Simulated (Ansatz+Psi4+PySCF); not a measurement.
# doublet NiCl: levels of theory in one basis

```xyz
2

Ni    0.0000    0.0000    0.0000
Cl    0.0000    0.0000    2.0610
```

Basis set: cc-pV(T+d)Z on Cl; cc-pVTZ on Ni (spherical functions). Correlated methods keep 14 orbitals frozen. Correlation on ROHF uses semicanonical orbitals with singles. Charge 0, multiplicity 2.

Computed with Ansatz (development build ahead of 0.2.0) and Psi4 1.11; each method stands on the lowest determinant of its kind that the runs found.

```
      method  E − E(ROHF) (eV)  <S²> of the determinant
        ROHF              0.00                     0.75
         UHF             -1.07                     1.73
   ROHF-CCSD            -15.86                        –
ROHF-CCSD(T)            -16.54                        –
```

What does ROHF-MP2 give on the same scale?

-16.63 eV.

The restricted and unrestricted rows may stand on different electronic states: another unrestricted solution lies nearer the restricted one.

Caution: another spin multiplicity may lie lower. Caution for ROHF, ROHF-MP2, ROHF-CCSD, ROHF-CCSD(T): an unrestricted determinant lies well below. Caution for UHF: the unrestricted determinant is a mixture of spin states. Caution for ROHF-MP2, ROHF-CCSD(T): another reference gives a lower total.
